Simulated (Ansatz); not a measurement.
An input meant for WO₂F₂ (charge 0, singlet; atoms displaced at random, 0.08 Å in each coordinate).

```yaml
crystal:
  periodic: [false, false, false]
  atoms:
    - {symbol: W, position_ang: [0.029328, -0.105911, -0.086737]}
    - {symbol: O, position_ang: [0.051244, 0.089393, 1.585016]}
    - {symbol: O, position_ang: [1.506325, 0.018288, -0.435740]}
    - {symbol: F, position_ang: [-0.996514, 1.551896, -0.531688]}
    - {symbol: F, position_ang: [-0.819648, -1.409810, -0.595502]}
basis:
  gaussian: {orbitals: def2-TZVP, final_grid: {core_spheres: 1, valence_spheres: 1, degree: 5}}
hamiltonian: {xc: {name: r2SCAN}}
output: {forces: true}
```

```sh
$ ansatz run in.yaml --threads 4 --pin off --events-out ev --progress --plain --max-ram 3916MiB
```

Output, abridged:

```
Functional definition: r2SCAN
  name "r2SCAN"
  cite "Furness, Kaplan, Ning, Perdew & Sun, J. Phys. Chem. Lett. 11, 8208 (2020) doi:10.1021/acs.jpclett.0c02405"
  cite "Furness, Kaplan, Ning, Perdew & Sun, J. Phys. Chem. Lett. 11, 9248 (2020) doi:10.1021/acs.jpclett.0c03077"
  parent r2scan
  parameter k0 = 0.174
  parameter k1 = 0.065
  parameter a1 = 4.9479
  exchange = r2scan_x(k0 = k0, k1 = k1, a1 = a1)
  correlation = r2scan_c
938 factors; their error is unknown
mean field evaluation 1: about -11340.3619 eV, gradient 1.1e2 eV
mean field evaluation 2: about -11078.3806 eV, gradient 3.4e2 eV
mean field evaluation 4: about -11354.6579 eV, gradient 4.7e1 eV
mean field evaluation 8: about -11358.0086 eV, gradient 1.8e0 eV
mean field evaluation 16: about -11352.7977 eV, gradient 7.3e-2 eV
mean field evaluation 32: about -11355.7723 eV, gradient 1.2e-1 eV
mean field evaluation 64: about -11355.6516 eV, gradient 1.9e-5 eV
mean field -11355.65156372 eV, -417.3124978297 hartree, gradient 5.2e-5 eV, S^2 0.000000; 0 other end points of the search recorded, 0 dependent functions left out
the calculation of the forces begins
reference -11355.65159389 eV, -417.3124989383 hartree; 24, 24 occupied and 140, 140 virtual orbitals, 938 factors
Total energy: -11355.65159389 eV, -417.3124989383 hartree
Atom 0 at     0.029328    -0.105911    -0.086737 Å, force   -77.859401     2.942804    21.752112 eV/Å
Atom 1 at     0.051244     0.089393     1.585016 Å, force     9.983498    -2.723269   -18.026552 eV/Å
Atom 2 at     1.506325     0.018288    -0.435740 Å, force    35.888528    -0.324008    -6.004407 eV/Å
Atom 3 at    -0.996514     1.551896    -0.531688 Å, force    12.048374    -5.707776     0.803879 eV/Å
Atom 4 at    -0.819648    -1.409810    -0.595502 Å, force    19.939001     5.812249     1.474968 eV/Å
Dipole moment:    -0.148807    -0.451020    -0.442087 e Å
```

(1) What is wrong with this run?

Results:

(1) The integration grid is far too coarse. Self-consistency was reached. The result belongs to that input, not to the species as meant.
